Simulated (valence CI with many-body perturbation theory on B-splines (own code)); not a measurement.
# Energy levels of Te47+

Method: valence CI with perturbative core correlation (CI+MBPT): three valence electrons over a frozen Dirac-Fock core [He], a basis of 11 s, 11 p, 10 d, 8 f, 5 g, 2 h functions for each j, with the one-electron correlation potential Σ1, the two-electron term Σ2, the three-electron term Σ3, Breit, model QED; selected CI, second order for the rest, scaled by the run's own slope (own B-spline code, finite nucleus).

The last digits are not significant, and no measured levels were compared; by estimate large intervals hold to a few tenths of a per cent, small ones and those within an open d or f shell to about a per cent.

Levels 136 to 175 of 175, with energies above the lowest level, (2s^2 2p1/2) J=1/2. "Leading %" is the weight of the configuration and term that name the level; weights of strongly mixed levels are sums over their largest components and can fall short. In the jj column 3d3/2^4 stands for four electrons in 3d with j = 3/2. Lifetimes count E1, E2, E3, M1 and M2 decay at the calculated energies, and are blank where another channel may lead or the interval is too uncertain; long ones can be off by a factor of two.

```csv
No.,Configuration,Term,J,E (eV),Leading %,Lifetime,g,Second component,Leading jj
136,2s 2p 4s,2P°,1/2,6556.3,85,32.1 fs,0.938,15 % 2s 2p 4s 4P°,2s 2p1/2 4s (99 %)
137,2s 2p 4p,4D,3/2,6570.8,46,19.5 fs,1.137,27 % 2s 2p 4p 2D,2s 2p1/2 4p1/2 (98 %)
138,2s 2p 4p,4P,1/2,6577.8,46,28.5 fs,1.862,20 % 2s 2p 4p 2S,2s 2p1/2 4p1/2 (98 %)
139,2s 2p 4p,4P,3/2,6589.9,30,23.3 fs,1.372,25 % 2s 2p 4p 2D,2s 2p1/2 4p3/2 (100 %)
140,2s 2p 4d,4F°,3/2,6603.6,61,11.3 fs,0.672,14 % 2s 2p 4d 2D°,2s 2p1/2 4d3/2 (100 %)
141,2s 2p 4p,4D,5/2,6611.0,46,55.3 fs,1.344,35 % 2s 2p 4p 2D,2s 2p1/2 4p3/2 (98 %)
142,2s 2p 4p,2P,1/2,6611.1,47,11.3 fs,1.276,17 % 2s 2p 4p 4P,2s 2p1/2 4p3/2 (98 %)
143,2s 2p 4p,2D,3/2,6612.1,43,15.2 fs,1.287,19 % 2s 2p 4p 4S,2s 2p1/2 4p3/2 (99 %)
144,2s 2p 4d,4F°,5/2,6616.2,33,6.66 fs,1.217,30 % 2s 2p 4d 4D°,2s 2p1/2 4d5/2 (94 %)
145,2s 2p 4d,2F°,5/2,6624.3,30,14.4 fs,1.084,29 % 2s 2p 4d 4F°,2s 2p1/2 4d3/2 (91 %)
146,2s 2p 4f,4G,5/2,6624.4,45,13.1 fs,0.840,19 % 2s 2p 4f 4F,2s 2p1/2 4f5/2 (100 %)
147,2s 2p 4d,2P°,3/2,6627.6,24,5.97 fs,1.115,23 % 2s 2p 4d 4D°,2s 2p1/2 4d3/2 (96 %)
148,2s 2p 4d,4D°,1/2,6628.5,58,4.58 fs,0.413,35 % 2s 2p 4d 2P°,2s 2p1/2 4d3/2 (98 %)
149,2s 2p 4f,4F,7/2,6629.6,26,13.3 fs,1.146,24 % 2s 2p 4f 4D,2s 2p1/2 4f7/2 (100 %)
150,2s 2p 4d,4F°,7/2,6637.1,40,6.41 fs,1.245,35 % 2s 2p 4d 2F°,2s 2p1/2 4d5/2 (99 %)
151,2s 2p 4d,2F°,5/2,6639.9,46,6.36 fs,1.132,23 % 2s 2p 4d 4P°,2s 2p1/2 4d5/2 (96 %)
152,2s 2p 4d,2D°,3/2,6640.0,40,6.52 fs,1.078,37 % 2s 2p 4d 2P°,2s 2p1/2 4d5/2 (95 %)
153,2s 2p 4f,4G,7/2,6645.6,36,13.2 fs,1.006,32 % 2s 2p 4f 2G,2s 2p1/2 4f5/2 (98 %)
154,2s 2p 4f,4F,3/2,6646.0,52,13.1 fs,0.646,35 % 2s 2p 4f 2D,2s 2p1/2 4f5/2 (99 %)
155,2s 2p 4f,4G,5/2,6646.3,32,13.1 fs,0.937,21 % 2s 2p 4f 2F,2s 2p1/2 4f5/2 (98 %)
156,2s 2p 4f,2G,9/2,6650.7,36,13.4 fs,1.189,35 % 2s 2p 4f 4G,2s 2p1/2 4f7/2 (99 %)
157,2s 2p 4f,2D,5/2,6651.5,37,13.3 fs,1.059,31 % 2s 2p 4f 2F,2s 2p1/2 4f7/2 (98 %)
158,2s 2p 4f,2G,7/2,6651.6,34,13.4 fs,1.139,33 % 2s 2p 4f 4D,2s 2p1/2 4f7/2 (98 %)
159,2p2 4s,4P,1/2,6722.3,48,33.4 fs,2.006,27 % 2p2 4s 2S,2p1/2^2 4s (97 %)
160,2p2 4p,2P°,1/2,6739.9,43,14.5 fs,0.660,40 % 2p2 4p 4D°,2p1/2^2 4p1/2 (97 %)
161,2p2 4p,2P°,3/2,6779.9,31,14.9 fs,1.332,21 % 2p2 4p 4D°,2p1/2^2 4p3/2 (98 %)
162,2p2 4d,2D,3/2,6792.5,39,16.9 fs,0.792,34 % 2p2 4d 4F,2p1/2^2 4d3/2 (98 %)
163,2p2 4d,2D,5/2,6806.5,33,6.52 fs,1.198,19 % 2p2 4d 4D,2p1/2^2 4d5/2 (98 %)
164,2p2 4f,2F°,5/2,6812.1,38,13.2 fs,0.852,31 % 2p2 4f 4G°,2p1/2^2 4f5/2 (98 %)
165,2p2 4f,2F°,7/2,6817.5,34,13.5 fs,1.139,18 % 2p2 4f 2G°,2p1/2^2 4f7/2 (98 %)
166,2s 2p 4s,4P°,5/2,6838.1,100,33.4 fs,1.585,,2s 2p3/2 4s (100 %)
167,2s 2p 4s,2P°,3/2,6844.0,82,25.9 fs,1.384,18 % 2s 2p 4s 4P°,2s 2p3/2 4s (100 %)
168,2s 2p 4p,4P,3/2,6861.3,45,27.9 fs,1.637,26 % 2s 2p 4p 4S,2s 2p3/2 4p1/2 (100 %)
169,2s 2p 4p,2D,5/2,6862.6,41,17.7 fs,1.334,38 % 2s 2p 4p 4D,2s 2p3/2 4p1/2 (100 %)
170,2s 2p 4p,4D,7/2,6894.9,100,57.6 fs,1.417,,2s 2p3/2 4p3/2 (100 %)
171,2s 2p 4p,2P,3/2,6897.1,54,14.9 fs,1.473,30 % 2s 2p 4p 4S,2s 2p3/2 4p3/2 (100 %)
172,2s 2p 4p,4P,5/2,6900.9,53,18.6 fs,1.405,44 % 2s 2p 4p 2D,2s 2p3/2 4p3/2 (100 %)
173,2s 2p 4s,2P°,1/2,6900.9,92,22.4 fs,0.802,8 % 2s 2p 4s 4P°,2s 2p3/2 4s (98 %)
174,2s 2p 4s,2P°,3/2,6901.8,82,30.5 fs,1.392,18 % 2s 2p 4s 4P°,2s 2p3/2 4s (98 %)
175,2s 2p 4p,2S,1/2,6903.0,51,13.0 fs,1.561,30 % 2s 2p 4p 2P,2s 2p3/2 4p3/2 (99 %)
```
